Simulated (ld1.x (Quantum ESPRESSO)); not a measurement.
## Before and after: TM potential for europium

- Element: europium
- Generator: ld1.x (Quantum ESPRESSO) 7.5
- Type: norm-conserving Troullier–Martins (Kleinman–Bylander form)
- Functional: PW91
- Relativity: scalar-relativistic
- Frozen core: [Kr] 4d10 5s2
- Valence charge: 15
- Reference configuration: 4f7 5p6 5d0 6s2 6p0
- Partial waves: 5p (bound): rc 2.40 bohr; 5d (bound, empty): rc 3.30 bohr; 4f (bound): rc 1.50 bohr; 6s (bound): rc 2.75 bohr
- Local potential: the s channel
- Core correction: a·sin(br)/r model core, default radius (core density twice the valence density)

Change: all radii but the core radius scaled by about 1.16 (s 3.18, p 2.78, d 3.82, f 1.74 bohr).

Cutoffs: the cutoffs (Ry, on a coarse ladder) from which the occupation-weighted sum of valence levels, in a spherical-Bessel basis at the reference potential, stays within 10 and 1 mRy of its value at 400 Ry; they do not see the model core or the augmentation charge, which bear on the density cutoff. Errors are all-electron minus pseudo energies relative to the spin-unpolarised reference configuration.

Question: What does the change do?

Answer: The potential gets softer (180 Ry and 260 Ry → 140 Ry and 230 Ry); of the 7 tests that both files solve, the error grows in 3 and shrinks in 2 by more than 15 % and 0.3 meV (median size 66.0 → 196.7 meV); neither file shows a bound ghost. A larger radius leaves more room for a smooth pseudo-wave, so fewer plane waves are needed.

```csv
quantity,base,changed
"cutoff, loose",180 Ry,140 Ry
"cutoff, tight",260 Ry,230 Ry
loose cutoff by channel (10 mRy a level),"p 12 Ry, f 160 Ry, s 6 Ry","p 12 Ry, f 120 Ry, s 6 Ry"
bound ghosts,none,none
"error for 4f7 5p6 5d0 6s1 6p0, meV [ΔE 6.05 eV]",+0.2,-2.4
"error for 4f7 5p6 5d0 6s0 6p0, meV [ΔE 17.33 eV]",-19,-22
"error for 4f6 5p6 5d0 6s0 6p0, meV [ΔE 41.82 eV]",-828,-488
"error for 4f7 5p6 5d0 6s0 6p1, meV [ΔE 9.27 eV]",-450,-514
"error for 4f7 5p6 5d0.5 6s1.5 6p0, meV [ΔE 1.06 eV]",-2.0,-1.4
"error for 4f7 5p6 5d0 6s0 6p2, meV [ΔE 5.16 eV]",-589,-675
"error for 4f7 5p5 5d0 6s2 6p0, meV [ΔE 28.85 eV]",-66,-197
```
